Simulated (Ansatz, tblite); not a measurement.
Cost and result up the ladder for (H2B-mu-NH2)2 (B2N2H8) (12 atoms). Total charge 0; singlet. Geometry: PBE-D4/def2-SVP.

```tsv
atom	x (Å)	y (Å)	z (Å)
B1	0.963	0.514	-0.224
H2	1.679	0.990	0.650
H3	1.388	0.648	-1.366
N4	-0.561	1.012	-0.090
B5	-0.963	-0.515	0.222
H6	-1.394	-0.651	1.361
H7	-1.674	-0.988	-0.658
N8	0.562	-1.011	0.092
H9	-0.968	1.403	-0.945
H10	-0.737	1.672	0.674
H11	0.740	-1.675	-0.668
H12	0.967	-1.399	0.950
```

Ansatz on 4 threads of Arm Neoverse V1 on a shared host; xTB runs through tblite on one thread. Times are rough, summed over both states, and most runs start from the orbitals of an earlier one. No level here is sound enough to serve as a yardstick. The other state is a triplet.

The xTB rows come from tblite.

xTB has no spin-polarisation term.

```csv
level,functions,wall time
GFN2-xTB,24,0.006 s
GFN1-xTB,32,0.01 s
PBE-D4/def2-TZVP,172,4.5 s
r2SCAN-D4/def2-TZVP,172,13 s
```

Question: Estimate what each level gives for the vertical triplet (eV).

Answer: 
```tsv
level	vertical triplet (eV)
GFN2-xTB	9.92
GFN1-xTB	8.29
PBE-D4/def2-TZVP	6.57
r2SCAN-D4/def2-TZVP	6.86
```
